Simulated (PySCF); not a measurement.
Compound: H9NOSi3.
Atom-mapped SMILES: `[NH2:1][Si@@H:2]([SiH3:3])[SiH2:4][OH:5]` (hydrogens: H6, H7 on N1; H8 on Si2; H9, H10, H11 on Si3; H12, H13 on Si4; H14 on O5)

Method: PBE0-D3(BJ)/def2-SVP geometry optimisation, gas phase in PySCF 2.14.0; density fitting, grid level 1; the optimiser is geomeTRIC in internal coordinates, started from a GFN2-xTB structure with every atom displaced at random (about 0.01 Å).

Step 4: E = -27293.9774 eV
```
atom  x, y, z in Å  |  force x, y, z in eV/Å
N1     -1.2885   -1.8624    0.0840   -0.012   0.011  -0.036
Si2    -0.4351   -0.4956   -0.5916    0.019   0.050   0.005
Si3    -1.3485    1.6218   -0.0957    0.004  -0.009  -0.015
Si4     1.7458   -0.5463    0.2542   -0.030  -0.063   0.013
O5      2.3780    0.9641   -0.0913    0.024   0.035   0.007
H6     -1.2846   -1.9549    1.0948   -0.003  -0.006   0.014
H7     -2.2194   -2.0600   -0.2709    0.007  -0.012   0.006
H8     -0.4143   -0.6418   -2.0820   -0.018  -0.039   0.004
H9     -2.7724    1.7007   -0.5613    0.002   0.007   0.010
H10    -1.3482    1.8339    1.3880    0.007   0.008  -0.002
H11    -0.5792    2.7324   -0.7382   -0.004  -0.004   0.003
H12     2.5744   -1.6478   -0.3375    0.011   0.019  -0.007
H13     1.7066   -0.7955    1.7365   -0.003  -0.006  -0.001
H14     3.2769    1.1366    0.2039   -0.003   0.010  -0.002
```

Step 5: E = -27293.9807 eV
```
atom  x, y, z in Å  |  force x, y, z in eV/Å
N1     -1.2927   -1.8684    0.0961    0.012  -0.022  -0.001
Si2    -0.4512   -0.5132   -0.6099    0.035   0.123   0.011
Si3    -1.3200    1.6247   -0.1118   -0.019  -0.024  -0.027
Si4     1.7303   -0.5435    0.2373    0.006  -0.077   0.019
O5      2.3350    0.9950   -0.0325    0.011   0.008   0.011
H6     -1.2751   -1.9436    1.1083   -0.016  -0.019   0.000
H7     -2.2180   -2.1006   -0.2506   -0.007   0.007  -0.001
H8     -0.4504   -0.6736   -2.0982   -0.017  -0.047   0.000
H9     -2.7596    1.7298   -0.5204    0.002  -0.001   0.007
H10    -1.2571    1.8581    1.3670    0.012   0.008   0.000
H11    -0.5560    2.7076   -0.8046    0.005   0.005   0.006
H12     2.5994   -1.5962   -0.3851    0.000   0.018  -0.011
H13     1.6814   -0.8560    1.7081   -0.009  -0.003  -0.007
H14     3.2254    1.1653    0.2894   -0.013   0.025  -0.009
```

Question: Estimate the geometry and energy of step 6. (The exact step hangs on the optimiser's Hessian estimate; all steps are aligned on step 5, rigid shifts and turns removed.)

Answer: E = -27293.9830 eV, largest force 0.117 eV/Å
```
atom  x, y, z in Å  |  force x, y, z in eV/Å
N1     -1.2960   -1.8728    0.1065    0.022  -0.031   0.027
Si2    -0.4626   -0.5258   -0.6216    0.026   0.114   0.008
Si3    -1.2942    1.6283   -0.1276   -0.022  -0.017  -0.021
Si4     1.7201   -0.5448    0.2243    0.027  -0.047   0.019
O5      2.2908    1.0187    0.0233   -0.005  -0.026   0.010
H6     -1.2706   -1.9402    1.1192   -0.018  -0.020  -0.010
H7     -2.2167   -2.1281   -0.2352   -0.014   0.019  -0.008
H8     -0.4842   -0.7074   -2.1071   -0.007  -0.033  -0.002
H9     -2.7459    1.7543   -0.4838    0.001  -0.007   0.002
H10    -1.1726    1.8838    1.3437    0.010   0.005   0.000
H11    -0.5384    2.6869   -0.8651    0.007   0.008   0.004
H12     2.6236   -1.5478   -0.4298   -0.006   0.012  -0.013
H13     1.6656   -0.9160    1.6815   -0.005  -0.004  -0.008
H14     3.1725    1.1964    0.3648   -0.015   0.026  -0.009
```

The energy changes by -0.0023 eV. The first-order estimate −F·Δx gives -0.0036 eV and the mean of the old and new forces, exact on a quadratic surface, -0.0025 eV. The step makes an angle of 84° with the force vector and moves no atom by more than 0.097 Å.

The cost below is that of the whole optimisation. Hardware: one thread, Arm Neoverse V1 (aarch64) (shared host). Cost: 92 s of wall time, 0.52 GiB resident at most.
